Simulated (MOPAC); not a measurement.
A run for MOPAC: PM3 on F2Zn (SMILES [F][Zn][F]), a point of a bond scan (R = 2.611 Å).

```
PM3 1SCF PRECISE CHARGE=0 THREADS=1
F2Zn

Zn     0.00000000 1     0.00000000 1     0.00000000 1
F      0.00000000 1     0.00000000 1     2.61082565 1
F     -0.00000000 1    -0.00000000 1    -1.74055043 1
```

Program output:

```
*******************************************************************************
 **                                                                           **
 **                              MOPAC v23.2.5                                **
 **                                                                           **
 *******************************************************************************
 ** MOPAC's Digital Object Identifier: https://doi.org/10.5281/zenodo.6511958 **
 **                                                                           **
 ** Please cite the open-source release paper for use of this MOPAC version:  **
 ** J. E. Moussa and J. J. P. Stewart (2026)                                  **
 ** MOPAC: An open-source semiempirical molecular orbital program             **
 ** J. Open Source Softw., 11(119), 8025, https://doi.org/10.21105/joss.08025 **
 *******************************************************************************

                              PM3 CALCULATION RESULTS

 *******************************************************************************
 *  PM3        - The PM3 Hamiltonian to be used
 *
 *
 *
 *                 CHARGE ON SYSTEM = 0
 *
 *
 *
 *  PRECISE    - TIGHTER CRITERIA TO BE USED
 *  1SCF       - DO 1 SCF AND THEN STOP
 *  THREADS=1  - MULTI-THREADING NOT USED
 *  T=         - A TIME OF 172800.0 SECONDS REQUESTED
 *  DUMP=N     - RESTART FILE WRITTEN EVERY 7200.0 SECONDS REQUESTED
 *******************************************************************************
PM3 1SCF PRECISE CHARGE=0 THREADS=1
 F2Zn

   ATOM   CHEMICAL          X               Y               Z
  NUMBER   SYMBOL      (ANGSTROMS)     (ANGSTROMS)     (ANGSTROMS)

     1      Zn          0.00000000  *   0.00000000  *   0.00000000  *
     2       F          0.00000000  *   0.00000000  *   2.61082565  *
     3       F         -0.00000000  *  -0.00000000  *  -1.74055043  *



          CARTESIAN COORDINATES

    NO.       ATOM           X           Y           Z

     1        Zn          0.0000      0.0000      0.0000
     2         F          0.0000      0.0000      2.6108
     3         F         -0.0000     -0.0000     -1.7406

  F: (PM3): J. J. P. STEWART, J. COMP. CHEM. 10, 209 (1989).
 Zn: (PM3): J. J. P. STEWART, J. COMP. CHEM. 12, 320-341 (1991).

           Empirical Formula: Zn F2  =     3 atoms



      MOLECULAR POINT GROUP   :   C*v


      RHF CALCULATION, NO. OF DOUBLY OCCUPIED LEVELS = 8


 -------------------------------------------------------------------------------
 PM3 1SCF PRECISE CHARGE=0 THREADS=1
 F2Zn



     1SCF WAS SPECIFIED, SO BFGS WAS NOT USED
     SCF FIELD WAS ACHIEVED


                              PM3 CALCULATION
                                                       MOPAC v23.2.5 Linux




          FINAL HEAT OF FORMATION =         20.52660 KCAL/MOL =      85.88330 KJ/MOL


          COSMO AREA              =         81.22 SQUARE ANGSTROMS
          COSMO VOLUME            =         55.75 CUBIC ANGSTROMS

          IONIZATION POTENTIAL    =         12.032795 EV
          HOMO LUMO ENERGIES (EV) =        -12.033 -3.201
          NO. OF FILLED LEVELS    =          8
          MOLECULAR WEIGHT        =        103.3768         POINT GROUP:  C*v

          MOLECULAR DIMENSIONS (Angstroms)

            Atom       Atom       Distance
            F     3    F     2     4.35138
            F     3    F     2     0.00000
           Zn     1    F     2     0.00000


          SCF CALCULATIONS        =          1





   ATOM   CHEMICAL          X               Y               Z
  NUMBER   SYMBOL      (ANGSTROMS)     (ANGSTROMS)     (ANGSTROMS)

     1      Zn          0.00000000  *   0.00000000  *   0.00000000  *
     2       F          0.00000000  *   0.00000000  *   2.61082565  *
     3       F         -0.00000000  *  -0.00000000  *  -1.74055043  *

                             CARTESIAN COORDINATES

   1   Zn        0.000000000     0.000000000     0.000000000
   2    F        0.000000000     0.000000000     2.610825650
   3    F       -0.000000000    -0.000000000    -1.740550430


           Empirical Formula: Zn F2  =     3 atoms



      MOLECULAR POINT GROUP   :   C*v


                  EIGENVALUES
 -21.58200 -17.08686 -16.65827 -16.36489 -16.36489 -12.96819 -12.96819 -12.03280
  -3.20090   0.50924   0.50924   4.19675


              NET ATOMIC CHARGES AND DIPOLE CONTRIBUTIONS

  ATOM NO.   TYPE          CHARGE      No. of ELECS.   s-Pop       p-Pop
    1         Zn           0.680854        1.3191     0.69438     0.62477
    2          F          -0.425466        7.4255     1.94666     5.47880
    3          F          -0.255388        7.2554     1.68415     5.57124
 DIPOLE           X         Y         Z       TOTAL
 POINT-CHG.     0.000     0.000    -3.200     3.200
 HYBRID         0.000    -0.000     0.379     0.379
 SUM            0.000    -0.000    -2.821     2.821


          ATOMIC ORBITAL ELECTRON POPULATIONS

     Atom    s        px        py        pz
    1 Zn   0.69438   0.08404   0.08404   0.45670
    2  F   1.94666   1.99307   1.99307   1.49266
    3  F   1.68415   1.92289   1.92289   1.72545

 **********************
 *                    *
 * JOB ENDED NORMALLY *
 *                    *
 **********************




 == MOPAC DONE ==
```

The run finished.

Cost: very roughly 0.03 core-seconds.
